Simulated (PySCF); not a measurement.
# Electron correlation in Nb⁺ (niobium, charge +1)

[Kr] 4d3 5p1, one real determinant (an excited configuration). Computed with PySCF 2.14 in ANO-RCC-VTZP, with the spin-free X2C one-electron Hamiltonian (Gaussian nucleus). Frozen: [Ar] 3d10; 12 electrons correlated.

MP2 pair energies summed by pair of shells (mhartree):

```csv
pair,energy,share (%)
4p-4p,-101.58,36.0
4p-4d,-94.21,33.4
4s-4p,-34.59,12.3
4d-4d,-15.29,5.4
4s-4d,-12.62,4.5
4d-5p,-8.90,3.2
4p-5p,-8.62,3.1
4s-4s,-5.74,2.0
4s-5p,-0.55,0.2
```

Total MP2 correlation energy: -282.09 mhartree.

Same-spin part -89.40 and opposite-spin part -192.69 mhartree; SCS-MP2 scales them by 1/3 and 6/5 to -261.03 mhartree.

The basis was made for the ground configuration and has no added diffuse functions, which can raise the energy of the promoted electron.

The reference is one real determinant that mixes LS terms of this configuration.
